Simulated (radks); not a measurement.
Results of a calculation; reference values are marked as such.
Mn II, 24 electrons, occupied as [Ar] 3d5 4s1 (the NIST ground configuration). Level of theory: Dirac Kohn-Sham, PW91, spin-unpolarised, spherical densities, point nucleus; open shells fill j = l - 1/2 first (a radial shooting solver on a logarithmic mesh with Libxc functionals).

Normalised radial functions P(r) = r R(r) (large component), r in bohr:

r           3p3/2   3d5/2    4s1/2
0.007662   0.0095  0.0001   0.0530
0.008778   0.0122  0.0001   0.0588
0.01006    0.0158  0.0001   0.0650
0.01143    0.0200  0.0002   0.0710
0.0131     0.0257  0.0003   0.0775
0.015      0.0329  0.0004   0.0840
0.01719    0.0420  0.0006   0.0902
0.01954    0.0527  0.0008   0.0956
0.02238    0.0666  0.0012   0.1004
0.02564    0.0839  0.0017   0.1038
0.02938    0.1051  0.0025   0.1054
0.03339    0.1290  0.0036   0.1045
0.03825    0.1593  0.0052   0.1005
0.04383    0.1950  0.0075   0.0926
0.05021    0.2363  0.0107   0.0801
0.05707    0.2802  0.0149   0.0637
0.06538    0.3316  0.0211   0.0410
0.07491    0.3865  0.0296   0.0129
0.08514    0.4392  0.0403  -0.0179
0.09754    0.4931  0.0555  -0.0540
0.1117     0.5403  0.0757  -0.0915
0.128      0.5746  0.1019  -0.1275
0.1455     0.5888  0.1332  -0.1563
0.1667     0.5772  0.1746  -0.1774
0.191      0.5306  0.2254  -0.1839
0.2188     0.4428  0.2860  -0.1717
0.2487     0.3195  0.3519  -0.1407
0.2849     0.1460  0.4304  -0.0866
0.3264    -0.0649  0.5152  -0.0135
0.371     -0.2862  0.5976   0.0668
0.4251    -0.5281  0.6835   0.1547
0.487     -0.7553  0.7624   0.2326
0.5579    -0.9443  0.8281   0.2868
0.6341    -1.0680  0.8721   0.3049
0.7265    -1.1283  0.8951   0.2811
0.8323    -1.1117  0.8912   0.2107
0.9536    -1.0260  0.8611   0.0987
1.084     -0.8980  0.8117  -0.0350
1.242     -0.7328  0.7413  -0.1922
1.423     -0.5604  0.6580  -0.3480
1.63      -0.4001  0.5673  -0.4853
1.852     -0.2724  0.4800  -0.5846
2.122     -0.1676  0.3896  -0.6485
2.431     -0.0944  0.3049  -0.6644
2.763     -0.0502  0.2330  -0.6356
3.166     -0.0230  0.1667  -0.5649
3.627     -0.0093  0.1125  -0.4658
4.156     -0.0032  0.0710  -0.3559
4.723     -0.0010  0.0432  -0.2577
5.411     -0.0003  0.0236  -0.1689
6.2       -0.0001  0.0116  -0.0990
7.103     0.0000  0.0049  -0.0502
8.073     0.0000  0.0019  -0.0233
9.249     0.0000  0.0006  -0.0090

3p3/2: eigenvalue -62.419 eV, 1 radial node at r = 0.314 bohr, <r> = 0.908 bohr, 90 % of the charge inside 1.40 bohr. 3d5/2: eigenvalue -14.915 eV, 0 radial nodes, <r> = 1.19 bohr, 90 % of the charge inside 2.08 bohr. 4s1/2: eigenvalue -11.929 eV, 3 radial nodes at r = 0.0792, 0.334, 1.05 bohr, <r> = 2.81 bohr, 90 % of the charge inside 4.19 bohr.
